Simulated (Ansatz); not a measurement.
Species: CCl, charge 0, doublet. CCl (SMILES [C]Cl, doublet).
B3LYP-D3(BJ)/def2-TZVP minimum from Ansatz (an electronic-structure program):
```xyz
2

C      0.0000     0.0000    -1.2243
Cl     0.0000     0.0000     0.4321
```
Charge 0, spin multiplicity 2.

Wanted: atomisation energy (electronic, to ground-state atoms), in kJ/mol. Radicals and triplets start from unrestricted determinants; spin-orbit coupling is neglected. CBS(X,Y): correlation extrapolated as X^-3, Hartree-Fock from the larger set (Q,5: extrapolated as (X+1)exp(-9√X)). A bracket is a step between two methods taken in the basis named. Functionals run without relativity, which enters their misses. '+ core + X2C': CCSD(T) terms for core correlation (cc-pwCVTZ, 1s frozen past Ne) and scalar relativity (cc-pVTZ-DK).

CCSD(T)/CBS(cc-pV(Q+d)Z,cc-pV(5+d)Z) + [CCSDT(Q) - CCSD(T)]/cc-pV(Q+d)Z + [CCSDTQ - CCSDT(Q)]/cc-pV(D+d)Z + core + X2C (Ansatz) gives 410.5 kJ/mol.

**Question.** How far off this value is PBE/def2-TZVPD (Ansatz), in which direction, and which of these levels come nearer: r2SCAN/def2-TZVPD, B3LYP/def2-TZVPD, CCSD(T)/CBS(cc-pV(Q+d)Z,cc-pV(5+d)Z) + core + X2C?

**Answer.** PBE gives 458.9 kJ/mol, 48.4 kJ/mol above it. Differences of the others: r2SCAN/def2-TZVPD (Ansatz) 14.0; B3LYP/def2-TZVPD (Ansatz) -3.6; CCSD(T)/CBS(cc-pV(Q+d)Z,cc-pV(5+d)Z) + core + X2C (Ansatz) -1.9 kJ/mol. Nearer than PBE: r2SCAN/def2-TZVPD, B3LYP/def2-TZVPD, CCSD(T)/CBS(cc-pV(Q+d)Z,cc-pV(5+d)Z) + core + X2C.
